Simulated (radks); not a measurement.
Trend from Sc2+ to Zn2+: ionisation energy by Delta-SCF between NIST ground configurations, and size. Method: non-relativistic Kohn-Sham, r2SCAN, spin-polarised, spherical densities, point nucleus; open shells are filled with parallel spins first; meta-GGA in the generalised Kohn-Sham scheme; computed with a radial shooting solver on a logarithmic mesh with Libxc functionals.

species,configuration,configuration of the ion,IE (eV),NIST (eV),kind,-e(HOMO) (eV),outermost,<r> outermost (bohr),r at 0.001 e/bohr^3 (bohr)
Sc2+,[Ar] 3d1,[Ar],24.647,24.757,exp.,18.007 (3d),3d,1.55,3.08
Ti2+,[Ar] 3d2,[Ar] 3d1,27.446,27.492,exp.,20.338 (3d),3d,1.40,3.12
V2+,[Ar] 3d3,[Ar] 3d2,29.998,29.311,exp.,22.469 (3d),3d,1.29,3.10
Cr2+,[Ar] 3d4,[Ar] 3d3,32.395,30.96,exp.,24.465 (3d),3d,1.19,3.06
Mn2+,[Ar] 3d5,[Ar] 3d4,34.677,33.67,exp.,26.360 (3d),3d,1.11,3.01
Fe2+,[Ar] 3d6,[Ar] 3d5,30.181,30.65,exp.,22.454 (3d),3d,1.12,3.00
Co2+,[Ar] 3d7,[Ar] 3d6,33.088,33.5,semi-emp.,24.863 (3d),3d,1.04,2.97
Ni2+,[Ar] 3d8,[Ar] 3d7,35.753,35.19,exp.,27.103 (3d),3d,0.976,2.93
Cu2+,[Ar] 3d9,[Ar] 3d8,38.273,36.84,exp.,29.231 (3d),3d,0.920,2.89
Zn2+,[Ar] 3d10,[Ar] 3d9,40.691,39.723,exp.,31.278 (3d),3d,0.871,2.85

Reference values: NIST Atomic Spectra Database (exp. = measured, semi-emp. = semi-empirical, theory = theoretical value adopted there). Open shells are spherical and high-spin; term and fine-structure splittings are not resolved.
